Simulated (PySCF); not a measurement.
B2Br4H4P2 ((Br2B-mu-PH2)2). Level of theory: PBE0-D3(BJ)/def2-SVP geometry optimisation, gas phase (PySCF 2.14.0).

```
atom  x, y, z in Å
B1    -0.2832   -0.7508   -1.1941
Br2   -1.0645    0.1292   -2.7819
Br3    0.0768   -2.6921   -1.3158
P4    -1.2681   -0.2793    0.4855
B5     0.2968    0.7537    1.1952
Br6    1.0784   -0.0912    2.8027
Br7   -0.0790    2.6928    1.2759
P8     1.2914    0.2574   -0.4717
H9    -1.6642   -1.3865    1.2712
H10   -2.4618    0.4583    0.3088
H11    2.4557   -0.5189   -0.2659
H12    1.7371    1.3448   -1.2590
```

**Question.** Work out the bond lengths P4–H9, B5–Br7, P8–H11, P8–H12 in Å.

**Answer.** For P4–H9 the difference vector is (-0.3961, -1.1072, 0.7857) Å, of length 1.4143 Å. P4–H9 1.414; B5–Br7 1.977; P8–H11 1.414; P8–H12 1.415 Å.

**Question.** What is the repulsion energy of the bare nuclei, Σ ZA·ZB/RAB?

**Answer.** 2054.12 Eh over 66 pairs, with full nuclear charges and distances in bohr; the largest single term is 191.89 Eh (Br2 with Br3).

**Question.** How far apart are these pairs, which share no bond: B1···B5, B1···H10, Br3···B5, P4···Br7, Br7···H9, H9···H12?

**Answer.** B1···B5 2.882 Å (2 bonds apart); B1···H10 2.910 Å (2 bonds apart); Br3···B5 4.269 Å (3 bonds apart); P4···Br7 3.297 Å (2 bonds apart); Br7···H9 4.376 Å (3 bonds apart); H9···H12 5.043 Å (4 bonds apart).

**Question.** How far are the heavy atoms from their best plane (unweighted least squares)?

**Answer.** 0.696 Å rms; B1 0.00, Br2 0.00, Br3 0.00, P4 1.39, B5 0.00, Br6 0.00, Br7 0.00, P8 1.39 Å (magnitudes).

**Question.** Give the dihedral angles H10–P4–B5–P8, Br3–B1–P8–H11, Br2–B1–P4–H9.

**Answer.** H10–P4–B5–P8 -121° (anticlinal); Br3–B1–P8–H11 5° (synperiplanar); Br2–B1–P4–H9 129° (anticlinal). Dihedral signs follow IUPAC: positive where, seen along the central bond, the front bond turns clockwise onto the rear one.

**Question.** What are the angles Br3–B1–P8, Br2–B1–P8, B1–P4–B5, B1–P4–H9, B5–P4–H9, P4–B5–Br6, P4–B5–P8, B1–P8–H12?

**Answer.** From the scalar product of the two bond vectors; for Br3–B1–P8 it is -1.4783 Å² over 1.9781 × 2.0044 Å², cos θ = -0.3728. Br3–B1–P8 111.9°; Br2–B1–P8 112.1°; B1–P4–B5 92.0°; B1–P4–H9 114.8°; B5–P4–H9 115.2°; P4–B5–Br6 112.1°; P4–B5–P8 88.0°; B1–P8–H12 115.7°.

**Question.** Write the matrix of distances between heavy atoms (Å, lower triangle).

**Answer.** 
```
B1    0.000
Br2   1.976  0.000
Br3   1.978  3.378  0.000
P4    2.003  3.299  3.298  0.000
B5    2.882  4.250  4.269  2.005  0.000
Br6   4.274  5.986  4.973  3.303  1.977  0.000
Br7   4.243  4.900  5.978  3.297  1.977  3.380  0.000
P8    2.004  3.302  3.300  2.785  2.004  3.300  3.296  0.000
```

PBE0-D3(BJ)/def2-SVP frequencies: not computed here. One conformer, not necessarily the lowest.
